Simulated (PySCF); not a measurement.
# Correlation energy of Sn³⁵⁺ (tin, charge +35)

[Ne] 3s2 3p3, high-spin 4S determinant. All numbers are calculated (PySCF 2.14, no relativity, point nucleus, in an uncontracted even-tempered set (16 s from 5.9 bohr⁻², ratio 2.5; 10 p from 7.7 bohr⁻², ratio 2.5; 4 d from 32 bohr⁻², ratio 2.7; 4 f from 48 bohr⁻², ratio 2.7)). Frozen: 1s2; 13 electrons correlated; the 17 highest virtual orbitals of each spin left out.

```csv
level,correlation energy (mhartree)
CCSD,-509.89
(T),-1.10
CCSD(T),-510.99
```

Diagnostics: T1 = 0.00034, D1 = 0.0011, largest double amplitude 0.026.

A non-relativistic calculation at this Z misses sizeable relativistic shifts. Spin-orbit coupling is strong in this species (close to jj coupling), so the high-spin LS determinant is a model state, not a physical level.

Cost of the coupled-cluster step: of the order of 13 core-seconds, for 13 correlated electrons.

At this charge a non-relativistic calculation is a model, useful for the Z dependence of the correlation energy.

Spin-orbit coupling is strong in this species, so the high-spin LS determinant is a model state.
